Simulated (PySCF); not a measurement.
VI2, quartet: computed properties

These are results of UPBE in PySCF with V def2-SVP, I def2-SVP with ECP28; scalar-relativistic core potentials, no spin–orbit coupling; density-fitted integrals, not measurements.

The structure is a minimum.

```xyz
3
charge 0 multiplicity 4, angstrom
V     0.0000    0.0000    0.0000
I     2.5554    0.0000    0.0000
I    -2.5554    0.0000    0.0000
```

| Property | Result |
| --- | --- |
| Point group | D∞h |
| Bond lengths | V–I 2.555 Å (×2) |
| Bond angles | I–V–I 180.0° |
| Highest occupied level (α) | -5.03 eV |
| Dipole moment | 0.00 D |
| Principal quadrupole moments (Buckingham, traceless) about the centre of mass | -6.84, 3.42, 3.42 D Å |
| Atomisation energy without zero-point energy | 743 kJ/mol |
| Lowest empty level (α) | -4.51 eV |
| Principal polarisabilities | 53.0, 53.0, 172.8 bohr³ |
| Rotational constants | 0.01017 cm⁻¹ |
| Rotational symmetry number | 2 |
| Heat capacity Cp at 298.15 K | 60.4 J/(mol K) |
| Spin squared ⟨S²⟩ | 3.825 |
| Enthalpy at 298.15 K above 0 K | 15.92 kJ/mol |
| Zero-point energy | 3.3 kJ/mol |
| Entropy at 298.15 K and 1 bar (electronic part: spin only) | 339.3 J/(mol K) |

Harmonic modes (masses in u: V 50.944, I 126.904):
| symmetry | ω (cm⁻¹) | IR (km/mol, summed over degenerate members) | μ (u) |
| --- | --- | --- | --- |
| πu | 36 | 9.3 | 56.61 |
| σg+ | 144 | 0.0 | 126.90 |
| σu+ | 338 | 117 | 56.61 |

In D∞h the vibrations span πu + σg+ + σu+. The σg+ mode carries no infrared intensity, as symmetry demands. With a centre of inversion only u modes can be infrared active and only g modes Raman active.

Charges (e):
| atom | Mulliken | Löwdin | polar tensor | spin (Mulliken) | Mayer order to V1 |
| --- | --- | --- | --- | --- | --- |
| V1 | 0.41 | 0.15 | 1.05 | 3.39 | – |
| I2,3 | -0.21 | -0.07 | -0.53 | -0.19 | 1.28 |

Mulliken populations on V1: s 6.62, p 12.42, d 3.55, f 0.00.

Outer orbital energies (eV). α occupied: -7.30, -7.12, -7.12, -6.79, -6.79, -5.51, -5.03, -5.03; empty: -4.51, -4.51, -1.25, -0.30. β occupied: -17.31, -17.17, -8.25, -7.30, -7.02, -7.02, -6.86, -6.86; empty: -3.11, -3.06, -3.06, -1.91.

Formally V is in oxidation state +2, d3, with 3 unpaired electrons (the high-spin count). The Mulliken spin on V is 3.39. The polar-tensor charge on V, 1.05, is far below the formal one.

This need not be the most stable arrangement of these atoms. Open d and f shells are described by one determinant, and the ground state may have another occupation or spin. No spin–orbit coupling is included, which matters more the heavier the element.

The final relaxation and frequency run took 50 s on 2 threads of a shared Arm Neoverse N1 host, with 83 basis functions and 7 gradients; the process peaked at 0.69 GiB. Launch command: `OMP_NUM_THREADS=2 python axn.py task.json out`.
